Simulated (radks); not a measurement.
Ru XXV, 20 electrons, occupied as [Ar] 3d2. All-electron calculation, Dirac Kohn-Sham, LDA (Slater exchange, Perdew-Wang correlation), spin-unpolarised, spherical densities, finite nucleus; open shells are shared between the two j in proportion to 2j + 1; Fermi nuclear charge, rms radius 4.4809 fm. Program: a radial shooting solver on a logarithmic mesh with Libxc functionals.

Radial electron density D(r) = 4 pi r^2 rho(r):

| r (bohr) | D(r) (e/bohr) |
|---|---|
| 0.001637 | 2.367 |
| 0.002081 | 3.587 |
| 0.002666 | 5.450 |
| 0.003389 | 8.058 |
| 0.004309 | 11.71 |
| 0.005477 | 16.65 |
| 0.006963 | 23.03 |
| 0.008923 | 31.03 |
| 0.01134 | 39.60 |
| 0.01442 | 47.83 |
| 0.01833 | 54.05 |
| 0.0233 | 56.56 |
| 0.02986 | 54.68 |
| 0.03796 | 50.52 |
| 0.04826 | 48.57 |
| 0.06135 | 52.97 |
| 0.07799 | 62.40 |
| 0.09995 | 68.07 |
| 0.1271 | 60.21 |
| 0.1615 | 42.36 |
| 0.2053 | 30.22 |
| 0.261 | 31.78 |
| 0.3318 | 34.36 |
| 0.4252 | 24.43 |
| 0.5406 | 9.973 |
| 0.6872 | 2.089 |
| 0.8736 | 0.1949 |
| 1.111 | 0.006726 |

D(r) has 3 maxima, at r = 0.0237, 0.0992, 0.316 bohr, and minima at 0.0467, 0.222 bohr, inside which lie 2.04, 10.76 electrons.
